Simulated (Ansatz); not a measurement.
`C#[C][Al]([NH2])[F]` and `[NH2][Al]([F])[PH2]` differ in one atom or group.

Ansatz, PBE0-D4/def2-TZVP geometries, multiplicity 1. Each molecule was computed in one conformer, which needn't be the lowest.

```
                                          property  `C#[C][Al]([NH2])[F]`
    size of the dipole moment (PBE/def2-TZVPP) / D                   2.19
           HOMO–LUMO gap (ωB97M-V/def2-TZVPP) / eV                  11.27
              HOMO–LUMO gap (PBE0/def2-TZVPP) / eV                   7.06
size of the dipole moment (ωB97M-V/def2-TZVPP) / D                   2.18
               LUMO energy (B3LYP/def2-TZVPP) / eV                  -0.93
                 HOMO energy (PBE/def2-TZVPP) / eV                  -6.37
```

(1) Give the same properties after the change, and the shifts. (An estimate is asked.)

Results:

(1) Ansatz gave: 
| property | `[NH2][Al]([F])[PH2]` | shift |
| --- | --- | --- |
| size of the dipole moment (PBE/def2-TZVPP) / D | 2.25 | 0.06 |
| HOMO–LUMO gap (ωB97M-V/def2-TZVPP) / eV | 10.86 | -0.41 |
| HOMO–LUMO gap (PBE0/def2-TZVPP) / eV | 7.22 | 0.16 |
| size of the dipole moment (ωB97M-V/def2-TZVPP) / D | 2.23 | 0.05 |
| LUMO energy (B3LYP/def2-TZVPP) / eV | -0.61 | 0.32 |
| HOMO energy (PBE/def2-TZVPP) / eV | -6.29 | 0.08 |

With PBE0 the HOMO rises by 0.22 eV and the LUMO rises by 0.37 eV, so the gap widens by about 0.15 eV. PBE moves the HOMO by 0.08 eV and ωB97M-V by 0.50 eV. Dipoles are sizes alone; their direction can turn.

B3LYP here is the variant with VWN-RPA as its local correlation; programs differ in this.
